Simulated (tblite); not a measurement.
Species: C₂H₁₃FSi₅.
Atom-mapped SMILES: `[CH3:1][CH2:2][Si@@H:3]1[SiH2:4][SiH2:5][Si@H:6]1[SiH2:7][F:8]` (hydrogens: H9, H10, H11 on C1; H12, H13 on C2; H14 on Si3; H15, H16 on Si4; H17, H18 on Si5; H19 on Si6; H20, H21 on Si7)

Structure used (GFN2-xTB), in Å, numbered top down from 1:
```xyz
21
C2H13FSi5 angstrom
C      3.369    0.326   -0.039
C      2.038    0.719   -0.664
Si     0.545    0.365    0.481
Si     0.255   -1.943    0.912
Si    -1.715   -1.932   -0.377
Si    -1.525    0.417   -0.710
Si    -3.236    1.729    0.094
F     -3.289    1.288    1.655
H      4.198    0.531   -0.717
H      3.381   -0.736    0.201
H      3.540    0.883    0.880
H      1.906    0.169   -1.598
H      2.067    1.777   -0.930
H      0.728    1.284    1.623
H      1.329   -2.845    0.465
H      0.084   -2.316    2.321
H     -2.941   -2.376    0.298
H     -1.697   -2.766   -1.588
H     -1.375    0.802   -2.135
H     -3.070    3.179    0.183
H     -4.601    1.463   -0.355
```

Computed with GFN2-xTB (tblite): harmonic, unscaled wavenumbers at the GFN2-xTB geometry, gas phase. This tight-binding method is rough: wavenumbers can miss measured ones by several per cent, in bad cases by 10 to 20. Modes of hydrogen on silicon can be 10 to 20 % off. One conformer, not necessarily the lowest.

Harmonic wavenumbers (cm⁻¹): 27.4, 31.3, 45.3, 64.5, 77.6, 90.1, 120.7, 188.7, 213.4, 240.6, 254.3, 286.9, 327.3, 342.5, 356.6, 373.3, 385.0, 396.5, 404.9, 439.7, 476.4, 496.2, 537.1, 563.5, 588.5, 596.4, 603.1, 624.2, 692.7, 709.3, 743.3, 772.3, 811.1, 823.6, 847.3, 978.8, 1017.2, 1075.0, 1247.6, 1287.8, 1420.4, 1493.6, 1510.1, 1514.8, 2035.4, 2101.8, 2150.4, 2165.5, 2183.6, 2189.3, 2238.2, 2270.0, 2959.5, 2975.5, 3004.8, 3018.7, 3027.1.

A = 1092, B = 514.3, C = 417.9 MHz; mass 195.985 u (most abundant isotopes); point group C1, symmetry number 1.

Question: Zero-point energy?

Answer: ½Σν̃ = 29208 cm⁻¹ = 83.51 kcal/mol.

Question: What is S at 298.15 K and 1 bar for an ideal gas of classical rigid rotors and harmonic oscillators?

Answer: Translation 41.75, rotation 31.59, vibration 55.76: S = 129.1 cal/(mol K).

Question: And Cp and H(298.15 K) − H(0)?

Answer: Cp = 58.38 cal/(mol K), of which vibrations give 50.43 (their classical limit is 57 R = 113.3); H(298.15 K) − H(0) = 10.58 kcal/mol without the zero-point energy, 8.21 from vibrations.

Question: Blend soft modes into free rotors: weight 1/[1 + (100 cm⁻¹/ν̃)⁴] for the oscillator and the rest for a rotor with moment μB/(μ + B), μ = h/(8π²ν), B = 10⁻⁴⁴ kg m². What vibrational entropy results?

Answer: 48.86 cal/(mol K) in place of 55.76, which changes −T·S at 298.15 K by +2.06 kcal/mol.

Question: How do the functions run with temperature in this model?

Answer: 
| T (K) | S (cal/(mol K)) | Cp (cal/(mol K)) | H − H(0) (kcal/mol) | G − H(0) (kcal/mol) | ln q(vib) |
| --- | --- | --- | --- | --- | --- |
| 50 | 68.3 | 18.9 | 0.67 | -2.74 | 1.85 |
| 100 | 83.9 | 27.4 | 1.82 | -6.57 | 4.52 |
| 373.15 | 143.1 | 66.0 | 15.26 | -38.13 | 17.61 |
| 500 | 163.8 | 75.9 | 24.29 | -57.62 | 23.02 |
| 750 | 197.4 | 89.4 | 45.08 | -102.94 | 32.47 |
| 1000 | 224.4 | 98.4 | 68.63 | -155.77 | 40.64 |

q(vib) and H(0) count from the zero-point level.

Question: What must be added to the electronic energy to get the Gibbs energy at 298.15 K and 1 bar?

Answer: ZPE + [H(298.15 K) − H(0)] − T·S = 83.51 + 10.58 − 38.49 = 55.60 kcal/mol.

Hindered rotation and anharmonicity are outside this model. Other conformers, if any are populated, would add a mixing term that is left out. The structure is chiral; the term R ln 2 for an equal mix with its mirror image is left out.

On Arm Neoverse N1, one thread, shared host with 64 logical CPUs at a one-minute load of 58, this took 2.7 s. This covers the Hessian and the dipole derivatives.
